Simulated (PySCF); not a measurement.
H3InOS2. Atoms are numbered in the order given.

```xyz
7

In     0.2293    -0.0049     0.0000
O      2.2343    -0.0168     0.0000
H      2.6119     0.8741     0.0000
S     -1.0342     2.0649     0.0000
H      0.0806     2.8346     0.0000
S     -0.8241    -2.1711     0.0000
H     -2.0684    -1.6358     0.0000
```

Geometry optimised at B3LYP-D3(BJ)/def2-SVP. The structure was generated by enumeration; whether it is a known compound was not checked. The def2 effective core potentials stand for the cores of In; spin–orbit coupling is left out. Other conformers were not sampled.

The numbers are results of PySCF with TDA-PBE0/def2-SVPD, not measurements.

Vertical excitations. The molecule is in vacuum. State labels are in the subgroup Cs.

Computed lowest excited states:
| state | symmetry | energy (eV) | λ (nm) | f | main pairs |
|---|---|---|---|---|---|
| S1 | A" | 4.19 | 296 | 0.000 | HOMO→LUMO 98 % |
| S2 | A" | 4.49 | 276 | 0.018 | HOMO−1→LUMO 97 % |
| S3 | A' | 5.33 | 232 | 0.020 | HOMO→LUMO+1 59 %, HOMO−2→LUMO 37 % |
| S4 | A" | 5.38 | 230 | 0.040 | HOMO−3→LUMO 97 % |
| S5 | A' | 5.66 | 219 | 0.018 | HOMO−1→LUMO+1 51 %, HOMO−4→LUMO 31 %, HOMO→LUMO+1 8 % |
| S6 | A" | 6.05 | 205 | 0.001 | HOMO→LUMO+2 77 % |
| S7 | A" | 6.29 | 197 | 0.009 | HOMO−2→LUMO+1 66 %, HOMO−1→LUMO+2 15 % |
| S8 | A" | 6.30 | 197 | 0.022 | HOMO−1→LUMO+2 46 %, HOMO−2→LUMO+1 30 %, HOMO→LUMO+4 15 % |
| S9 | A' | 6.36 | 195 | 0.310 | HOMO−1→LUMO+1 32 %, HOMO−2→LUMO 24 %, HOMO−3→LUMO+1 15 %, HOMO−4→LUMO 8 % |
| S10 | A' | 6.60 | 188 | 0.547 | HOMO−4→LUMO 28 %, HOMO−2→LUMO 22 %, HOMO→LUMO+1 18 %, HOMO−3→LUMO+1 12 % |
| T1 | A" | 3.85 | 322 | 0 | HOMO→LUMO 96 % |
| T2 | A" | 4.09 | 303 | 0 | HOMO−1→LUMO 96 % |
| T3 | A' | 4.53 | 274 | 0 | HOMO−2→LUMO 94 % |
| T4 | A" | 4.89 | 253 | 0 | HOMO−3→LUMO 94 % |
Triplets are in the Tamm–Dancoff approximation.
